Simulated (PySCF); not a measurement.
What builds the second ionisation energy along the 3d series

Calculated with PySCF 2.14 from differences of total energies of unrestricted determinants, without spin-orbit coupling. Each column adds one step, in eV (sums use unrounded values): valence MP2, valence CCSD, valence triples, then the next inner shell at CCSD(T) (Sc 3s 3p, Ti 3s 3p, V 3s 3p, Cr 3s 3p, Mn 3s 3p, Fe 3s 3p, Co 3s 3p, Ni 3s 3p, Cu 3s 3p, Zn 3s 3p). References (NIST) marked * lie between the lowest fine-structure levels; the others compare directly ((s) semi-empirical, (t) theoretical).

```
                                                   element     UHF  + MP2  + CCSD  + (T)  + inner shell     sum         reference
  Sc [Ar] 3d1 4s1 → [Ar] 3d1 (x2c-TZVPPall, spin-free X2C)  12.227  0.082   0.035  0.000          0.445  12.789          12.800 *
  Ti [Ar] 3d2 4s1 → [Ar] 3d2 (x2c-TZVPPall, spin-free X2C)  12.941  0.175   0.052  0.002          0.396  13.566          13.575 *
       V [Ar] 3d4 → [Ar] 3d3 (x2c-TZVPPall, spin-free X2C)  13.177  0.746   0.082  0.021          0.458  14.484  14.634 ± 0.007 *
  Mn [Ar] 3d5 4s1 → [Ar] 3d5 (x2c-TZVPPall, spin-free X2C)  14.856  0.422   0.022  0.013          0.267  15.580            15.640
  Fe [Ar] 3d6 4s1 → [Ar] 3d6 (x2c-TZVPPall, spin-free X2C)  15.303  0.556   0.012  0.028          0.212  16.111          16.199 *
      Co [Ar] 3d8 → [Ar] 3d7 (x2c-TZVPPall, spin-free X2C)  14.202  2.661  -0.489  0.142          0.239  16.755          17.084 *
      Ni [Ar] 3d9 → [Ar] 3d8 (x2c-TZVPPall, spin-free X2C)  15.019  3.192  -0.753  0.175          0.242  17.875          18.169 *
     Cu [Ar] 3d10 → [Ar] 3d9 (x2c-TZVPPall, spin-free X2C)  17.179  3.544  -0.997  0.187          0.148  20.061          20.292 *
Zn [Ar] 3d10 4s1 → [Ar] 3d10 (x2c-TZVPPall, spin-free X2C)  16.877  0.907  -0.109  0.061          0.031  17.768            17.964
```

Q: Estimate the missing row, Cr [Ar] 3d5 → [Ar] 3d4 (x2c-TZVPPall, spin-free X2C).

A: The calculation gives UHF 15.001; + MP2 0.963; + CCSD 0.022; + (T) 0.031; + inner shell 0.328; sum 16.346. The reference value is 16.486 *.

What remains against the references is mostly basis incompleteness and, for starred values, spin-orbit coupling.

These are valence bases, so the inner-shell step is incomplete.
